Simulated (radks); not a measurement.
All-electron atom: He+ in 1s1.

All-electron calculation, scalar-relativistic Kohn-Sham, exchange-only PBE, spin-polarised, spherical densities, finite nucleus; open shells are filled with parallel spins first; Gaussian nuclear charge, rms radius 1.6755 fm. Program: a radial shooting solver on a logarithmic mesh with Libxc functionals.

Energy parts (eV):
| part | energy |
|---|---|
| total | -54.091 |
| kinetic | 54.097 |
| electron-nucleus | -108.499 |
| Hartree | 16.828 |
| exchange | -16.517 |

Orbitals (lengths in bohr, moments of r in powers of bohr; r(max) is where P^2 peaks; r(90%) holds 90 % of the orbital's charge):
orbital  occ.  eigenvalue (eV)     <r>  r(max)  r(90%)
1s up       1         -41.7843  0.7616  0.4949    1.36

The highest occupied level is 1s up at -41.784 eV. The electron density at the nucleus is 2.61 e/bohr^3 (large components only). Spin moment in Bohr magnetons: 1. The density falls to 0.001 e/bohr^3 at r = 2.00 bohr.
